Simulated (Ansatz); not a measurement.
BClH$_{4}$OSi, SMILES `OB([SiH3])Cl`. Charge 0, multiplicity 1.

```xyz
8

O     0.6872    1.7171    0.0907
B    -0.1543    0.7039    0.3525
Si    0.1011   -1.1314   -0.4593
Cl   -1.5324    0.9817    1.4419
H     0.4583    2.5411    0.5369
H     1.2997   -1.1921   -1.3364
H    -1.1040   -1.4860   -1.2571
H     0.2444   -2.1342    0.6309
```

**Question.** What are the harmonic wavenumbers in cm⁻¹ at PBE0-D4/def2-TZVP (Ansatz, finite differences of forces, unscaled)? (An estimate is asked.)

**Answer.** The calculation gave: 57, 158, 315, 322, 480, 570, 620, 647, 805, 900, 936, 940, 1112, 1371, 2219, 2223, 2232, 3818.

**Question.** Is this a minimum?

**Answer.** Yes, all 18 modes are real.

**Question.** Give the ideal-gas thermochemistry at 298.15 K and 1 bar (rigid rotor, harmonic oscillator; point group Cs, symmetry number 1).

**Answer.** Zero-point energy 118.0 kJ/mol; H(298) − E = 136.3 kJ/mol; entropy 329.3 J/(mol·K), of which translation 165.6, rotation 111.8, vibration 52.0; G(298) − E = 38.1 kJ/mol. Modes under 100 cm⁻¹ are hindered rotations or soft bends, so the harmonic entropy is rough.

**Question.** And at 400, 500, 600, 800 and 1000 K?

**Answer.** 
```tsv
T (K)	H − E (kJ/mol)	S (J/mol/K)	G − E (kJ/mol)
400	146.5	358.6	3.1
500	157.9	383.9	-34.1
600	170.3	406.5	-73.6
800	197.5	445.6	-159.0
1000	227.0	478.4	-251.5
```

**Question.** Rotational constants (cm⁻¹)?

**Answer.** 0.208, 0.08934, 0.06388.
